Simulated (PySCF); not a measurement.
Compound: C6H14Si2.
SMILES with atom numbers: `[CH3:1][C:2]([CH3:3])([CH3:4])[SiH2:5][C:6]#[C:7][SiH3:8]` (hydrogens: H9, H10, H11 on C1; H12, H13, H14 on C3; H15, H16, H17 on C4; H18, H19 on Si5; H20, H21, H22 on Si8)

Structure used (PBE0-D3(BJ)/def2-SVP), in Å, numbered top down from 1:
```
atom  x, y, z in Å
C1    -1.5464    0.7790    0.7374
C2    -1.3248    0.0762   -0.6043
C3    -1.0645   -1.4155   -0.3810
C4    -2.5442    0.2707   -1.5104
Si5    0.1820    0.8502   -1.4701
C6     1.6742    0.6470   -0.4104
C7     2.6271    0.4821    0.3420
Si8    4.0665    0.2509    1.4545
H9    -1.7405    1.8561    0.6093
H10   -0.6754    0.6697    1.4026
H11   -2.4195    0.3443    1.2551
H12   -0.9101   -1.9514   -1.3313
H13   -1.9280   -1.8811    0.1257
H14   -0.1771   -1.5837    0.2494
H15   -2.7557    1.3368   -1.6928
H16   -3.4423   -0.1669   -1.0403
H17   -2.4129   -0.2207   -2.4881
H18   -0.0373    2.3106   -1.7022
H19    0.4381    0.1812   -2.7821
H20    4.9905   -0.7648    0.8716
H21    4.7872    1.5473    1.6121
H22    3.5941   -0.2185    2.7896
```

The closed-shell ground state was solved at several levels (PySCF, density fitting, gas phase, non-relativistic).

```tsv
level	basis functions	total energy (Eh)	HOMO (eV)	LUMO (eV)	gap (eV)	dipole (D)
B3LYP/def2-SVPD	280	-815.7144	-7.51	-0.78	6.73	0.90
wB97X-D/pcSseg-1	220	-815.8702	-9.55	1.14	10.69	0.88
```

Problem. What might PBE0/pcSseg-1 (220 basis functions) give for the same quantities?

Solution. Total energy -815.4122 Eh, HOMO -7.73 eV, LUMO -0.60 eV, gap 7.13 eV, dipole 0.92 D.

Problem. Over all these levels, which gives the widest orbital gap and which the narrowest?

Solution. wB97X-D/pcSseg-1 (range-separated hybrid) has the widest, 10.69 eV, and B3LYP/def2-SVPD (global hybrid, 20 % exact exchange) the narrowest, 6.73 eV. Functional and basis both differ between the two, so the spread mixes both effects.

Problem. How far do the dipole and the HOMO energy spread over the levels?

Solution. The dipole runs from 0.88 to 0.92 D (mean 0.90 D) and the HOMO from -9.55 to -7.51 eV.

Note: wB97X-D ran without an empirical dispersion term, which enters the total energy and its gradient alone.
